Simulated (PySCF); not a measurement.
Si(AsH2)(H)2(OH) (AsH₅OSi), SMILES O[SiH2][AsH2]. Geometry: PBE0-D3(BJ)/def2-SVP. The values are those of a single conformer.

**Question.** Give the equilibrium geometry at PBE0-D3(BJ)/def2-SVP (PySCF confirms it by a frequency run) as a Z-matrix. (Estimate from the structure and the level; the computed values follow.)

**Answer.** One answer among several that fit: 
```
Si
O 1 1.6673
H 2 0.9617 1 116.45
H 1 1.4878 2 105.68 3 175.16
H 1 1.4979 4 109.58 2 -120.69
As 1 2.3704 4 108.41 5 -115.47
H 6 1.5251 1 91.93 4 -78.48
H 6 1.5273 7 92.50 1 91.86
```
Charge 0, spin multiplicity 1.
